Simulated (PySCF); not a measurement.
MCl for M along group 7

MP2 with triple-zeta basis sets in PySCF, for the lowest determinant that a PBE0 search found; no spin–orbit coupling. De refers to high-spin ground-configuration atoms.

```json
{"M": "Mn", "basis": "x2c-TZVPPall", "reference, frozen orbitals": "UHF, 10", "state (unpaired electrons)": "septet (σ ↑↑, π ↑↑, δ ↑↑)", "Re (Å)": "2.241", "ωe (cm⁻¹)": "386", "De (eV)": "n/a"}
{"M": "Tc", "basis": "def2-TZVPP", "reference, frozen orbitals": "UHF, 5", "state (unpaired electrons)": "septet (σ ↑↑, π ↑↑, δ ↑↑)", "Re (Å)": "2.345", "ωe (cm⁻¹)": "349", "De (eV)": "n/a"}
{"M": "Re", "basis": "def2-TZVPP", "reference, frozen orbitals": "UHF, 5", "state (unpaired electrons)": "septet (σ ↑↑, π ↑↑, δ ↑↑)", "Re (Å)": "2.353", "ωe (cm⁻¹)": "336", "De (eV)": "n/a"}
```

The shortest bond is that of MnCl (2.241 Å), the longest that of ReCl (2.353 Å).

The rows differ in basis set, which adds steps of its own.

Down a group the atoms grow and get heavier, so bonds lengthen and wavenumbers fall; this series shows no clear exception.

Correlated steps freeze the inner cores (5 to 10 orbitals); shallow outer-core shells are correlated. These are scalar-relativistic numbers at best; spin–orbit coupling would shift them, the dissociation energy most. The state is the lowest single determinant that the PBE0 search found; with open d or f shells the true ground state can be another one.
